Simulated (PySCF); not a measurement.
## `InChI=1S/C5H6O2Se/c1-7-5-2-4(6)3-8-5/h2H,3H2,1H3`

Geometry:
```csv
atom,x (Å),y (Å),z (Å)
C1,2.565,0.314,-0.062
O2,1.588,-0.258,-0.911
C3,0.321,-0.219,-0.513
C4,-0.239,0.281,0.609
C5,-1.668,0.151,0.726
O6,-2.359,0.532,1.646
C7,-2.292,-0.555,-0.481
Se8,-0.872,-1.004,-1.744
H9,3.518,0.184,-0.571
H10,2.588,-0.197,0.904
H11,2.370,1.378,0.092
H12,0.312,0.758,1.402
H13,-2.805,-1.463,-0.161
H14,-3.027,0.095,-0.959
```

Computed, not measured: quadratic response B3LYP/def2-SVPD first hyperpolarisability, Taylor convention, gas phase (PySCF 2.14.0). Geometry: GFN2-xTB.

The calculation is non-relativistic, which matters for the atoms heavier than Zn.

**Question.** Give the tensor of the second harmonic β(−2ω;ω,ω) at 1340 nm in the axes of these coordinates.

**Answer.** In au, Taylor convention; rows are the first index (the induced dipole):
|  | xx | yy | zz | xy | xz | yz |
| --- | --- | --- | --- | --- | --- | --- |
| x | +244.9 | -41.9 | -76.8 | +14.4 | -38.8 | -55.0 |
| y | +11.1 | +137.3 | -32.5 | -43.9 | -57.1 | +58.2 |
| z | -45.4 | +63.0 | +179.1 | -58.6 | -81.0 | -35.8 |

Norm of βᵢ = ⅓ Σⱼ (βᵢⱼⱼ + βⱼᵢⱼ + βⱼⱼᵢ): 259.8 au, hyper-Rayleigh value 147.7 au.
